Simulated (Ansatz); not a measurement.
GeH3(NHtBu) (C4H13GeN). Total charge 0; singlet. Geometry r2SCAN-D4/def2-SVP; atoms count from 1.

```xyz
19

Ge    0.869    2.280   -0.040
H     1.487    3.088   -1.191
H    -0.283    3.065    0.605
H     1.947    2.030    1.044
N     0.209    0.758   -0.841
C    -0.206   -0.446   -0.106
C    -1.070   -0.023    1.085
C    -1.040   -1.305   -1.064
C     1.004   -1.255    0.392
H     0.746    0.508   -1.670
H    -1.456   -0.907    1.617
H    -0.490    0.569    1.813
H    -1.924    0.585    0.748
H    -1.914   -0.738   -1.422
H    -1.389   -2.228   -0.574
H    -0.441   -1.598   -1.943
H     1.621   -0.654    1.079
H     1.639   -1.560   -0.456
H     0.692   -2.169    0.925
```

Q: Estimate the Mulliken populations from the PBE0/def2-TZVP orbitals of Ansatz.

A: 
```
atom  charge (e)
 Ge1        0.15
  H2        0.00
  H3       -0.01
  H4       -0.02
  N5       -0.43
  C6        0.11
  C7       -0.39
  C8       -0.36
  C9       -0.35
 H10        0.21
 H11        0.12
 H12        0.13
 H13        0.14
 H14        0.13
 H15        0.11
 H16        0.11
 H17        0.12
 H18        0.11
 H19        0.11
```
Mulliken values depend strongly on the basis.

Q: And the Mayer bond orders between heavy atoms (over 0.3)?

A: Ge1–N5 1.04 (1.84 Å); N5–C6 0.96 (1.47 Å); C6–C7 0.98 (1.53 Å); C6–C8 0.97 (1.53 Å); C6–C9 1.01 (1.54 Å).
